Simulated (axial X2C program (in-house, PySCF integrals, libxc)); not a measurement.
**LiFe⁺: cheaper levels and CCSD(T), two-component**

All values were computed with an in-house relativistic program for diatomic molecules. Two-component (2c) means X2C with spin–orbit coupling and atomic mean-field two-electron Coulomb and Gaunt terms. Basis: Fe dyall-cv3z [9s10p6d3f2g], Li dyall-cv3z [7s8p2d] (cores contracted in-house); Gaussian nuclei, density fitting, unrestricted open shells. Masses: Fe 55.935 u, Li 7.016 u.

State: Ω = 2 (⟨Sz⟩ = 2.00, ⟨Lz⟩ = 0.00 at HF); fragments Fe + Li+.

| level | Re (Å) | ωe (cm⁻¹) |
| --- | --- | --- |
| PBE0 | 2.799 | 260.9 |
| HF | 2.985 | 220.0 |
| CCSD | 2.818 | 262.0 |
| M06 | 2.882 | 226.2 |

Correlated methods: 8 electrons correlated (number of frozen shells: Fe 3 s, 2 p; Li 1 s), 226 virtual spin orbitals or spinors in MP2, 90 natural virtuals in coupled cluster.

CCSD(T), same Hamiltonian and basis:

Re = 2.812 Å, ωe = 263.6 cm⁻¹; T1 = 0.044 (Lee–Taylor normalisation).

(1) Give the differences from CCSD(T) in the columns below.

The state is one determinant whose occupation by symmetry is held fixed; it was picked as the lowest of a PBE0 search that is not exhaustive. De is not given where an atomic determinant may have missed its ground term or J level, or where the truncated virtual space spoils (T). Density functionals use the spin component along the axis (collinear). Coupled cluster ran in a truncated set of natural virtual spinors; the MP2 energy of the rest was added. (T) has no such correction and the atoms are truncated less, which lowers De at CCSD(T) by a hundredth of an eV or more. Other states lie close and PBE0, whose exact exchange favours high spin, may order them wrongly; the determinant shown need not be the ground state. The nearest other 2c determinant of the search, Ω = 3, lies 0.01 eV up at the distance of the search. The functionals have no current-density term, which raises determinants with orbital currents, atoms included. With several unpaired electrons one determinant need not be a pure state. Open-shell Ω = 0 determinants with evenly filled partner blocks cannot be reached by this program, so the Ω shown need not be the lowest component. The determinant is spin-polarised beyond a pure state at some levels (its spin-free form has ⟨S²⟩ too high), which makes Re and μ there less reliable. The T1 diagnostic is large, a sign of multireference character.

## Answers

(1) 

```json
{"level": "PBE0", "ΔRe (Å)": "-0.013", "Δωe (cm⁻¹)": "-2.7"}
{"level": "HF", "ΔRe (Å)": "0.173", "Δωe (cm⁻¹)": "-43.6"}
{"level": "CCSD", "ΔRe (Å)": "0.006", "Δωe (cm⁻¹)": "-1.6"}
{"level": "M06", "ΔRe (Å)": "0.070", "Δωe (cm⁻¹)": "-37.4"}
```
